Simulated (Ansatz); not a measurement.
Geometry optimisation, DFT PBEsol, scalar-relativistic, plane waves, PAW (Ansatz 0.2.0).

Input file:

```yaml
crystal:
  lattice:
    - [0.0, 5.43, 5.43]
    - [5.43, 0.0, 5.43]
    - [5.43, 5.43, 0.0]
  atoms:
    - { symbol: Si, position: [0.0, 0.0, 0.0] }
    - { symbol: Si, position: [0.125, 0.125, 0.125] }
    - { symbol: Si, position: [0.0, 0.0, 0.5] }
    - { symbol: Si, position: [0.125, 0.125, 0.625] }
    - { symbol: Si, position: [0.0, 0.5, 0.0] }
    - { symbol: Si, position: [0.125, 0.625, 0.125] }
    - { symbol: Si, position: [0.0, 0.5, 0.5] }
    - { symbol: Si, position: [0.125, 0.625, 0.625] }
    - { symbol: Si, position: [0.5, 0.0, 0.0] }
    - { symbol: Si, position: [0.625, 0.125, 0.125] }
    - { symbol: Si, position: [0.5, 0.0, 0.5] }
    - { symbol: Si, position: [0.625, 0.125, 0.625] }
    - { symbol: Si, position: [0.5, 0.5, 0.0] }
    - { symbol: Si, position: [0.625, 0.625, 0.125] }
    - { symbol: Si, position: [0.5, 0.5, 0.5] }
    - { symbol: Si, position: [0.625, 0.625, 0.625] }
    - { symbol: Ge, position: [0.74412647, 0.75572559, 0.76077426] }
basis:
  ecutwfc: 420.0
kpoints:
  mp_grid: { grid: [2, 2, 2] }
hamiltonian:
  xc: pbesol
  pseudopotentials: { kind: paw, azcp: { folder: soft_1 } }
scf:
  occupations: { method: gaussian, width: 0.05 }
  lower_state_search: "off"
relax:
  f_tol: 0.03
  max_steps: 60
  adjacent_minimum: "off"
output:
  write_density: true
  write_potential: true
  elf: true
  volumetric_format: npy
```

Launched with:

```bash
$ ansatz run input.yaml --threads 1 --pin off --max-ram 3072MiB --backend cpu --events-out ev --progress --plain --runs-dir out
```

Problem. Where does it end, and by what steps?

Solution. It converged. Limits of this set-up: coarse k mesh, PAW files made for another functional. After 3 steps the energy has fallen by 0.361 eV; Ge17 moved furthest, 0.09 Å.

```
step  energy less start (eV)  largest force component (eV/Å)  accepted
   0                  0.0000                           1.241       yes
   1                 -0.3142                           0.436       yes
   2                 -0.3588                           0.108       yes
   3                 -0.3609                           0.022       yes
```

```xyz
17
Lattice="0.0000 5.4300 5.4300 5.4300 0.0000 5.4300 5.4300 5.4300 0.0000" Properties=species:S:1:pos:R:3
Si 0.006 0.002 0.000
Si 1.354 1.350 1.349
Si 2.721 2.717 0.049
Si 4.087 4.083 1.348
Si 2.721 0.050 2.715
Si 4.087 1.350 4.082
Si 5.388 2.717 2.715
Si 6.753 4.115 4.114
Si 0.052 2.717 2.715
Si 1.354 4.083 4.081
Si 2.721 5.383 2.715
Si 4.116 6.747 4.114
Si 2.721 2.717 5.381
Si 4.116 4.116 6.745
Si 5.436 5.432 5.430
Si 6.753 6.748 6.746
Ge 8.150 8.146 8.144
```

Time of the run: 19 s on 1 thread of Intel(R) Xeon(R) 6975P-C (Granite Rapids), on a shared host, peak memory 0.61 GiB.
